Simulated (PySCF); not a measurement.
Trend along group 14: MI molecules

r²SCAN with double-zeta basis sets in PySCF, for the lowest determinant that a PBE0 search found; no spin–orbit coupling. De refers to high-spin ground-configuration atoms. A positive dipole means M(−)I(+).

```
 M       basis  state (unpaired electrons)  Re (Å)  ωe (cm⁻¹)  De (eV)  μ (D)
 C  x2c-SVPall               doublet (π ↑)   2.050        629     3.05   1.87
Si  x2c-SVPall               doublet (π ↑)   2.460        360     3.31  -0.39
Ge  cc-pVDZ-PP               doublet (π ↑)   2.547        241     3.20  -1.33
Sn    def2-SVP               doublet (π ↑)   2.739        195     3.10  -2.27
Pb    def2-SVP               doublet (π ↑)   2.830        166     3.01  -3.28
```

The shortest bond is that of CI (2.050 Å), the longest that of PbI (2.830 Å).

The rows differ in basis set, which adds steps of its own.

Down a group the atoms grow and get heavier, so bonds lengthen and wavenumbers fall; this series shows no clear exception.

Spin–orbit coupling is left out, which matters for elements this heavy, above all for dissociation energies. States were picked by a PBE0 search and need not be the measured ground states.
